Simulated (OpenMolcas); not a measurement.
# What dynamic correlation does to the levels of O2+

* Program: OpenMolcas 26.06
* Basis: ANO-RCC-VQZP [5s4p3d2f1g]
* Scalar Hamiltonian: DKH2, point nucleus
* Active space: 2 electrons in 3 orbitals (2p)
* State averaging: 2S+1 = 3 even, 3 roots; 2S+1 = 1 even, 6 roots
* Spin-orbit coupling: RASSI with atomic mean-field integrals over the reference wave functions, term energies averaged over their components

Methods on the same reference wave functions:
A. CASSCF
B. SS-CASPT2, IPEA 0.25 Eh, imaginary shift 0.1 Eh (closed shells correlated: 1s 2s)

Energies in eV above 2s2 2p2 3P0, the measured ground level; measured values from Moore, Selected Tables of Atomic Spectra, NSRDS-NBS 3, section 11.

| Level | A | B | Measured |
| --- | --- | --- | --- |
| 2s2 2p2 3P0 | 0.0000 | 0.0000 | 0.0000 |
| 2s2 2p2 3P1 | 0.0137 | 0.0138 | 0.0140 |
| 2s2 2p2 3P2 | 0.0407 | 0.0407 |  |
| 2s2 2p2 1D2 | 2.8330 | 2.538 | 2.5136 |
| 2s2 2p2 1S0 | 6.9838 | 5.751 | 5.3543 |

Deviations, from unrounded energies. A percentage is the sum of absolute deviations over the sum of measured energies, with the sign that they share, or ± where signs differ.

| Against measurement | Levels | A | B |
| --- | --- | --- | --- |
| mean absolute deviation (cm-1) | 3 | 5200 | 1100 |
| fine structure of the ground term (%) | 1 | -2.1 | -1.8 |
| other terms of the ground configuration (%) | 2 | +24.8 | +5.4 |

B lies closest to measurement on these levels. The largest miss of B in the table is 2s2 2p2 1S0, by +3200 cm-1. The ranking rests on the paired levels alone, and a cruder setting can come out closer through cancelling errors.

From A to B the spin-free energies of the other terms of 2s2 2p2 shown, above 3P, scale by factors of 0.82 to 0.89.

The lowest spin-free term lies below A's lowest term by 0.101 hartree in B.

CASPT2 does not keep the components of a term degenerate, so their means are used; among the terms shown or strongly mixed into the levels shown the widest spread is 89 cm-1 (2s2 2p2 1D, B). With the s shell closed, the reference lacks s² → p² mixing. Computed and measured levels are paired by configuration, term and J; levels that our copy of the source lacks, or whose pairing is in doubt (as where it misses far off the trend of its configuration), stay unpaired and out of the deviations. Levels of configurations outside the active space are missing.
